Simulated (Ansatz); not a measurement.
Job for Ansatz (a first-principles code): R-B97M-V/def2-TZVPPD on CH2OS (a complex). Files ending in .json are basis or fitting sets from the Basis Set Exchange.

Ansatz 0.2 input:
```yaml
crystal:
  periodic: [false, false, false]
  atoms:
    - {symbol: C, position_ang: [0.17069780, -0.63454394, 0.19886427]}
    - {symbol: O, position_ang: [-0.00319992, 0.27863882, -0.43451027]}
    - {symbol: S, position_ang: [-0.20466250, 0.14233017, 3.69235758]}
    - {symbol: H, position_ang: [0.94251898, -0.48369684, 3.38566759]}
    - {symbol: H, position_ang: [-0.94550326, -0.89885740, 3.28115322]}
basis:
  gaussian:
    orbitals: def2-TZVPPD.json
hamiltonian:
  xc: {name: B97M-V}
scf: {lower_state_search: off}
```

The head of its log:

```
WARN ansatz: RAYON_NUM_THREADS=2 ignored (pool sized by the plan → 2); use --threads N
Functional definition: B97M-V
these checks for a lower state are left out or cut short: stability, starts, cluster_reference, orbital_swaps, neighbouring_geometries, increment
integrals: 0.07 GiB planned
794 factors; their error is unknown
mean field: 0.55 GiB planned
mean field evaluation 1: about -13947.3254 eV, gradient 3.7e1 eV
mean field evaluation 2: about -13941.5025 eV, gradient 6.8e1 eV
```

Problem. Predict the final total energy.

Solution. -512.6444 hartree.
